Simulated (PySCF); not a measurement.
# Polarisability and C₆ of Cr (chromium, neutral)

[Ar] 3d4 4s2, high-spin 5D determinant (an excited configuration). Calculation: PySCF 2.14, in aug-cc-pVQZ-DK; scalar relativity by spin-free X2C-1e. Coupled (time-dependent) response in atomic units; α is the mean over directions.

```tsv
method	mean α (bohr³)	α xx, yy, zz	C₆ (like pair)	S(−4)
PBE0	84.69	86.74, 86.74, 80.60	863.1	4330
```

S(−4) is the Cauchy moment in α(ω) = α(0) + S(−4) ω² + …

α(iu) at PBE0:

```json
{"u (hartree)": "0", "α(iu) (bohr³)": "84.69"}
{"u (hartree)": "0.0500", "α(iu) (bohr³)": "75.55"}
{"u (hartree)": "0.100", "α(iu) (bohr³)": "58.62"}
{"u (hartree)": "0.200", "α(iu) (bohr³)": "33.07"}
{"u (hartree)": "0.300", "α(iu) (bohr³)": "20.35"}
{"u (hartree)": "0.500", "α(iu) (bohr³)": "10.21"}
{"u (hartree)": "0.750", "α(iu) (bohr³)": "5.868"}
{"u (hartree)": "1.00", "α(iu) (bohr³)": "3.996"}
{"u (hartree)": "1.50", "α(iu) (bohr³)": "2.336"}
{"u (hartree)": "2.00", "α(iu) (bohr³)": "1.581"}
{"u (hartree)": "3.00", "α(iu) (bohr³)": "0.8841"}
{"u (hartree)": "5.00", "α(iu) (bohr³)": "0.3999"}
```

A single London oscillator, α(iu) = α/(1 + u²/ω²), gives C₆ = (3/4) ω α². Matching the computed C₆ needs ω = 4 × 863.1 / (3 × 84.69²) = 0.160 hartree.

The components differ because the open shell of this determinant is not spherical; for a pure term their mean is the scalar polarisability.
